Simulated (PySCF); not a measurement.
# Löwdin shares of the frontier orbitals

Species: C4H6BrNSi2.
Structure used (GFN2-xTB), in Å, numbered top down from 1:
```xyz
14
C4H6BrNSi2 angstrom
N      4.5797   -0.0396    0.6359
C      3.4480   -0.2033    0.6865
C      2.0321   -0.3810    0.7045
Si     1.2311    0.5220   -0.7911
C     -0.5834    0.1887   -0.6093
C     -1.7660   -0.0358   -0.4778
Si    -3.5488   -0.4230   -0.2066
Br    -3.6170   -1.6650    1.6458
H      1.8093   -1.4492    0.6694
H      1.6385    0.0137    1.6432
H      1.7046   -0.0650   -2.0457
H      1.4654    1.9637   -0.6920
H     -4.3146    0.7782    0.0864
H     -4.0796   -1.2596   -1.2714
```

Computed with PySCF 2.14.0, density-fitted response routines, TDDFT wB97X-D/def2-SVPD, vertical, gas phase, core orbitals frozen in the response. The wB97X-D/def2-SVPD calculation is non-relativistic and has no spin–orbit coupling, an omission that weighs most on bromine.

Frontier orbitals with the atoms that hold most of them (Löwdin shares over 4%, at most four atoms; ? is withheld):

```csv
orbital,ε (eV),atoms
HOMO-3,-10.82,"Br8 45%, N1 10%, C6 8%, Si7 8%"
HOMO-2,-10.75,"C6 34%, C5 34%, Br8 15%, Si4 6%"
HOMO-1,-10.49,"Br8 68%, Si7 11%, H13 5%, H14 5%"
HOMO,-10.35,?
LUMO,0.08,?
LUMO+1,0.64,"C6 28%, C5 28%, Si7 14%, Si4 13%"
LUMO+2,1.52,"Si7 27%, Si4 15%, Br8 12%, C6 11%"
```

Q: Give the leading atoms of the LUMO.

A: C6 (bonded to C and Si) 23%; C5 (bonded to C and Si) 21%; Si7 (bonded to Br, C and 2 H) 19%; Br8 (bonded to Si) 14%. By element: carbon 44% or more, silicon 19% or more, bromine 14%.

Q: Which atoms hold the HOMO, and with what shares?

A: Br8 (bonded to Si) 43%; C6 (bonded to C and Si) 20%; C5 (bonded to C and Si) 18%; C3 (bonded to C, Si and 2 H) 4%. By element: bromine 43%, carbon 43% or more.

Q: The HOMO–LUMO gap is 10.42 eV. Where does the response calculation put the lowest singlet, and from which orbitals?

A: S1 is at 5.51 eV (f = 0.0000), 4.91 eV below the gap, made of HOMO-2→LUMO (64%), HOMO-1→LUMO (16%). Its leading pair isn't HOMO and LUMO; the energies of that pair differ by 10.82 eV. Without the coupling terms of the response equations the lowest excitation would equal the gap.

Next come S2 at 5.78 eV (f 0.029), HOMO→LUMO (45%), HOMO-2→LUMO+1 (29%), HOMO-4→LUMO (9%); S3 at 5.87 eV (f 0.0000), HOMO→LUMO+1 (55%), HOMO-4→LUMO+1 (17%), HOMO-3→LUMO+1 (11%); S4 at 6.37 eV (f 0.0075), HOMO-1→LUMO (69%), HOMO-2→LUMO (17%); S5 at 6.49 eV (f 0.040), HOMO-3→LUMO (50%), HOMO→LUMO (26%).

Löwdin shares depend on the basis, the more so with diffuse functions.

The run took 2.1 min on one thread, Arm Neoverse N1 (aarch64), on a shared host, and the process peaked at 1.0 GiB of memory.

One conformer stands for the species.
